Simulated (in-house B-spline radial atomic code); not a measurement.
The numbers below are computed, except where a source is named.
Ghost states of the separable form: N

N, [He] 2s2 2p3, non-relativistic PBE, spherical and spin-unpolarised, from a B-spline radial code for spherical atoms (atomic units; all potentials screened as in the neutral atom).

Troullier-Martins channels: 2s (ε = -0.6820, r_c = 1.159 bohr), 2p (ε = -0.2607, r_c = 1.729 bohr). In the Kleinman-Bylander form one channel serves as the local potential, and each other channel l becomes |δV u><u δV|/<u|δV|u>, with δV = V_l − V_local and u the pseudo-orbital. Its strength is E_KB = <u|δV²|u>/<u|δV|u>. By the analysis of Gonze, Stumpf and Scheffler a spurious state lies below the reference level ε if E_KB > 0 and ε is above the second level of the local potential alone, or if E_KB < 0 and ε is above its first. The table's levels are those of angular momentum l in a sphere of 9 bohr, whose wall can lift a shallow ε a little above its free-atom value.

```csv
local,channel,<u δV u>,<u δV² u>,ε,first local level,second local level
p,s,0.71118,3.3489,-0.6820,-2.6175,-0.0549
s,p,-0.68339,3.0647,-0.2607,-0.0350,0.1483
```

Task: Apply the rule to each row.

Result: Local p, channel s: E_KB = +4.71, so ε = -0.6820 is set against -0.0549: no ghost. Local s, channel p: E_KB = -4.48, so ε = -0.2607 is set against -0.0350: no ghost.

Diagonalising the separable Hamiltonian gives:

```tsv
local	channel	three lowest levels	all-electron, two lowest valence levels
p	s	-0.6820, 0.0230, 0.2774	-0.6820, 0.0224
s	p	-0.2607, 0.0841, 0.3504	-0.2607, 0.0840
```

Task: Which choices of local channel are safe?

Result: All are free of ghosts. Among the safe choices the second level, which tests transfer, is off by at most 0.1 millihartree (s local), 0.5 millihartree (p local).
